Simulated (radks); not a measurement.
Initial-state core-level shifts of the palladium ion Pd3+ when its valence configuration changes from [Kr] 4d7. Method: scalar-relativistic Kohn-Sham, SCAN, spin-polarised, spherical densities, finite nucleus; open shells are filled with parallel spins first (spin-orbit coupling, left out, can overturn this in heavy ions); meta-GGA in the generalised Kohn-Sham scheme; Fermi nuclear charge, rms radius 4.5318 fm; computed with a radial shooting solver on a logarithmic mesh with Libxc functionals. Shifts are changes of the shell-averaged eigenvalues in eV (positive: less bound); the change of the density at the nucleus, which sets a Mossbauer isomer shift, is in e/bohr^3, on a base of 1.359e+05.

valence               2s       2p       3s       4p  density at nucleus
4d6 5p1           -7.537   -7.516   -7.339   -6.088               +6.19
4d6 5s1           -6.349   -6.334   -6.128   -4.896              +43.13
4d6.5 5p0.5       -3.760   -3.750   -3.668   -3.075               +2.98
4d5 5p2          -15.217  -15.174  -14.755  -11.949              +13.55
4d5.5 5s0.5 5p1  -10.766  -10.737  -10.432   -8.459              +28.81
4d5.5 5s1 5p0.5  -10.173  -10.147   -9.830   -7.875              +48.07
